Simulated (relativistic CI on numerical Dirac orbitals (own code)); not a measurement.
# Sensitivity of the levels of Pr XXXV to α and to the nuclear radius

Calculated at this level of theory: Dirac-Coulomb-Breit CI, separate exchange-only KLI orbitals for each configuration, derivatives by finite differences, unscaled Slater integrals, QED left out (own radial code, finite nucleus).

Configurations in the expansion (outside the closed core [Ne]): 3s2 3p6 3d7, 3s2 3p5 3d8, 3s2 3p4 3d9, 3s 3p6 3d8, 3p6 3d9, 3s 3p5 3d9, 3s2 3p6 3d6 4s, 3s2 3p6 3d6 4p. Levels of other configurations are missing.

With x = (α/α₀)² − 1 an excitation energy changes as ω = ω₀ + qx; K = 2q/ω₀ is the relative enhancement. Terms are leading LS components, so labels can repeat. The field-shift factor is F = δν/δ⟨r²⟩ for the transition from the lowest level.

Lowest level 3s2 3p6 3d7 4F_9/2.

```
              Level  ω₀ (cm⁻¹)  q (cm⁻¹)      K  F (GHz/fm²)
 3s2 3p6 3d7 2P_3/2      73181     766.7  0.021       -0.145
 3s2 3p6 3d7 2D_5/2     101213     23880  0.472        0.391
 3s2 3p6 3d7 4F_7/2     160368    178900   2.23         2.13
 3s2 3p6 3d7 2G_9/2     212177    164400   1.55         2.12
 3s2 3p6 3d7 4F_3/2     215899    185400   1.72         2.27
 3s2 3p6 3d7 4P_5/2     226789    188500   1.66         2.39
 3s2 3p6 3d7 4P_1/2     241688    176500   1.46         2.03
3s2 3p6 3d7 2H_11/2     261554    168000   1.28         2.36
 3s2 3p6 3d7 2G_7/2     286377    192500   1.34         2.49
 3s2 3p6 3d7 2F_5/2     333003    163500  0.982          2.3
 3s2 3p6 3d7 4F_5/2     374682    340300   1.82         4.11
 3s2 3p6 3d7 4F_3/2     384182    336300   1.75         4.12
 3s2 3p6 3d7 2P_1/2     423091    356600   1.69         4.13
```

At this charge energies of transitions that change n are usually good to better than 1 %, and those within a shell (Δn = 0) to a few per cent. Terms inside the open d or f shell come out 10 to 20 % too wide with unscaled integrals.
